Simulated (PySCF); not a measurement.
In(OH)(SiH3)2, SMILES [OH][In]([SiH3])[SiH3] (H₇InOSi₂) at its CAM-B3LYP/def2-SVP optimised geometry (Å):

```
11

In    -0.1854     0.5519     0.0000
O     -0.7904     2.4632     0.0000
H     -1.7417     2.6211    -0.0035
Si     2.3909     0.5519     0.0000
H      2.9025     1.2601    -1.2075
H      2.9499    -0.8302    -0.0026
H      2.9026     1.2557     1.2099
Si    -2.0503    -1.2413     0.0032
H     -1.4896    -2.6211    -0.0456
H     -2.9499    -1.0642    -1.1736
H     -2.8835    -1.1232     1.2352
```

Level of theory: CAM-B3LYP/def2-TZVP, def2 effective core potentials past Kr run with PySCF. The core electrons that the potentials of In replace are not part of the density.

Map of the Laplacian of the electron density (e/bohr⁵) on the plane z = 1.5 Å:

```
|6666666666666666666666666666666|
|6666666666666666666666666666666|
|6666666666666666666666666666666|
|6666666666666666666666666666666|
|6666666666666666666666666666666|
|6666666666666666666666666666666|
|6666666666666666666666666666666|
|6666666666667766666666666666666|
|6666666666667766666666666666666|
|6666666666666766666666788766666|
|6666666666666666666667999976666|
|6666666666666666666678960986666|
|6666666666666777766678956986666|
|6666666666666777766677899976666|
|6666666666666777766677788766666|
|6666666766666777666667777766666|
|6666678877766666666666666666666|
|6666799998766666666666666666666|
|6666890288776666666666666666666|
|6666895498776666666666666666666|
|6666799998766666666666666666666|
|6666677877766666666666666666666|
|6666666666666666666666666666666|
|6666666666666666666666666666666|
|6666666666666666666666666666666|
|6666666666666666666666666666666|
|6666666666666666666666666666666|
|6666666666666666666666666666666|
|6666666666666666666666666666666|
|6666666666666666666666666666666|
|6666666666666666666666666666666|
```
Scale: ten equal steps from -0.095 (start of '0') to 0.060 (end of '9'), in the order '0123456789'; x runs from -5.00 to 5.00, y from -5.00 (bottom) to 5.00 (top).
